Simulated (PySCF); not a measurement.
How methods differ on the electron affinity of Ca

Ca⁻ [Ar] 3d1 4s2 (2D) → Ca [Ar] 4s2 (1S), as a difference of total energies. Computed with PySCF 2.14 in x2c-QZVPPall with one added diffuse shell each of s, p, d, f type (12s8p5d4f, 89 functions), with the spin-free X2C one-electron Hamiltonian (Gaussian nucleus). Correlated levels: valence: [Ar] frozen. The calculations carry no spin-orbit coupling.

| method | electron affinity (eV) |
| --- | --- |
| UHF | -1.057 |
| MP2 (valence) | -0.988 |
| SCS-MP2 (valence) | -0.998 |
| CCSD (valence) | -0.932 |
| CCSD(T) (valence) | -0.898 |

The configuration of this anion was assumed by filling the next shell in order. It is not the known or likely ground configuration (Ca⁻, Sr⁻ and Ba⁻, for instance, bind a p electron), so these values are not the electron affinity of the element.

A negative affinity means that the anion lies above the atom at that level of theory.

The coupled-cluster amplitudes are large for Ca⁻ (T1 above 0.03 or a double amplitude above 0.15), so a single reference is strained.
